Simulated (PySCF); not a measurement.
PySCF 2.14 output of a UHF calculation on a single atom or ion in aug-cc-pVTZ, with the non-relativistic Hamiltonian (point nucleus):

```
SCF conv_tol = 1e-09
number electrons alpha = 6  beta = 3
cycle= 1 E= -126.19747310564  delta_E= -0.00578  |g|= 0.0347  |ddm|= 0.0376
cycle= 2 E= -126.197706869402  delta_E= -0.000234  |g|= 0.00723  |ddm|= 0.00818
cycle= 3 E= -126.197718406077  delta_E= -1.15e-05  |g|= 0.000197  |ddm|= 0.00246
cycle= 4 E= -126.197718418244  delta_E= -1.22e-08  |g|= 2.65e-05  |ddm|= 0.00015
cycle= 5 E= -126.197718418517  delta_E= -2.73e-10  |g|= 9.01e-06  |ddm|= 3.65e-05
converged SCF energy = -126.197718418517  <S^2> = 3.7534589  2S+1 = 4.0017291
```

The run itself started from symmetry-adapted Hartree-Fock orbitals and held the occupation by maximum overlap, so the iterations belong to that start.

**Question.** Which element, charge and spin multiplicity is this?

**Answer.** Ne⁺ (neon, charge +1), multiplicity 4; the state was [He] 2s2 2p4 3d1, one real determinant (an excited configuration).

⟨L²⟩ = 8.01 against 12 for a pure F term, so this real determinant mixes terms. The outer electron is Rydberg-like, and this basis confines it to a smaller radius and binds it less than a complete one would. At UHF the highest occupied level has a positive energy, so only the finite basis holds that electron; for this excited configuration the basis is too tight for the outer shell.
